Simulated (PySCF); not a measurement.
Electron correlation in S³⁺ (sulfur, charge +3)

[Ne] 3s2 3p1, 2P determinant. All numbers are calculated (PySCF 2.14, no relativity, point nucleus, in cc-pV(D+d)Z). Frozen: [Ne]; 3 electrons correlated.

MP2 pair energies summed by pair of shells (mhartree):

| pair | energy | share (%) |
| --- | --- | --- |
| 3s-3s | -24.31 | 57.7 |
| 3s-3p | -17.85 | 42.3 |

Total MP2 correlation energy: -42.16 mhartree.

Same-spin part -2.46 and opposite-spin part -39.70 mhartree; SCS-MP2 scales them by 1/3 and 6/5 to -48.46 mhartree.

| level | correlation energy (mhartree) |
| --- | --- |
| CCSD | -64.02 |
| (T) | -0.62 |
| CCSD(T) | -64.64 |

Diagnostics: T1 = 0.0094, D1 = 0.0225, largest double amplitude 0.110.

Cost of the coupled-cluster step: 0.09 s of wall time on 1 thread of Intel(R) Xeon(R) Platinum 8375C CPU @ 2.90GHz (shared host), for 3 correlated electrons.
